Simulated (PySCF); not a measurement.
HfFH3, SMILES [F][HfH3], multiplicity 1.

Geometry optimised at PBE-D3(BJ)/def2-TZVP. The spin state was assumed, not searched. The structure was generated by enumeration; whether it is a known compound was not checked. The def2 effective core potentials stand for the cores of Hf; spin–orbit coupling is left out.

Level of theory: PySCF with PBE-D3(BJ)/def2-TZVP.

Frequencies are harmonic and unscaled.

Modes within 1.5 cm⁻¹ of each other (mostly degenerate sets) share a row, with their intensities summed.

Computed harmonic wavenumbers and intensities:
| mode | ν (cm⁻¹) | IR (km/mol) | moving atoms (share of kinetic energy) |
|---|---|---|---|
| 1–2 | 393 | 86.7 | H 90 % |
| 3 | 525 | 103.6 | H 79 %, F 21 % |
| 4–5 | 651 | 106.7 | H 99 % |
| 6 | 679 | 242.3 | F 70 %, H 20 %, Hf 11 % |
| 7–8 | 1676 | 838.8 | H 99 % |
| 9 | 1719 | 82.2 | H 100 % |
